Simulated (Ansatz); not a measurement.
```yaml
crystal:
  periodic: [false, false, false]
  atoms:
    - {symbol: S, position_ang: [-1.702414, -0.207282, 1.606972]}
    - {symbol: Zr, position_ang: [-0.247768, -0.153055, -0.312648]}
    - {symbol: S, position_ang: [1.962714, -0.466353, 0.609427]}
    - {symbol: Cl, position_ang: [-0.777481, -1.903379, -1.749428]}
    - {symbol: Cl, position_ang: [-0.330026, 1.919369, -1.374382]}
    - {symbol: H, position_ang: [-1.420274, 1.094550, 1.828857]}
    - {symbol: H, position_ang: [2.515249, -0.283850, -0.608778]}
basis:
  gaussian: {orbitals: def2-SVP}
magnetization: {spin_polarized: true, initial_magnetization: 1}
hamiltonian: {xc: {name: LC-wPBE}}
```

```sh
$ ansatz run in.yaml --threads 4 --pin off --events-out ev --progress --plain --max-ram 10444MiB
```

**Question.** How does Ansatz answer? (Estimate.)

**Answer.** Ansatz gave: The input was rejected before any iteration.
```
Error: a molecule whose nuclei and cores have a total charge of 80 cannot have a net charge of 0 together with 1 unpaired electrons
```
